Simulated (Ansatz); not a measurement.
One change: `CC(C)(C)N[Si](F)(F)F` becomes `N[Si](F)(F)F`.

Ansatz, PBE0-D4/def2-TZVP geometries, multiplicity 1. Each molecule was computed in one conformer, which needn't be the lowest.

```json
{"property": "size of the dipole moment (ωB97M-V/def2-TZVPP) / D", "`CC(C)(C)N[Si](F)(F)F`": "3.17"}
{"property": "size of the dipole moment (B3LYP/def2-TZVPP) / D", "`CC(C)(C)N[Si](F)(F)F`": "3.19"}
{"property": "HOMO–LUMO gap (PBE/def2-TZVPP) / eV", "`CC(C)(C)N[Si](F)(F)F`": "5.92"}
{"property": "LUMO energy (PBE0/def2-TZVPP) / eV", "`CC(C)(C)N[Si](F)(F)F`": "0.53"}
{"property": "HOMO–LUMO gap (ωB97M-V/def2-TZVPP) / eV", "`CC(C)(C)N[Si](F)(F)F`": "12.02"}
{"property": "HOMO–LUMO gap (B3LYP/def2-TZVPP) / eV", "`CC(C)(C)N[Si](F)(F)F`": "7.63"}
```

(1) What does the change do to each property? (Best estimate.)

Answers

(1) Computed: 
| property | `N[Si](F)(F)F` | shift |
| --- | --- | --- |
| size of the dipole moment (ωB97M-V/def2-TZVPP) / D | 2.82 | -0.35 |
| size of the dipole moment (B3LYP/def2-TZVPP) / D | 2.84 | -0.35 |
| HOMO–LUMO gap (PBE/def2-TZVPP) / eV | 6.67 | 0.75 |
| LUMO energy (PBE0/def2-TZVPP) / eV | 0.48 | -0.05 |
| HOMO–LUMO gap (ωB97M-V/def2-TZVPP) / eV | 13.01 | 0.99 |
| HOMO–LUMO gap (B3LYP/def2-TZVPP) / eV | 8.47 | 0.84 |

With PBE0 the HOMO falls by 0.99 eV and the LUMO falls by 0.05 eV, so the gap widens by about 0.94 eV. PBE moves the HOMO by -0.84 eV and ωB97M-V by -1.05 eV. Dipoles are sizes alone; their direction can turn.

B3LYP here is the variant with VWN-RPA as its local correlation; programs differ in this.
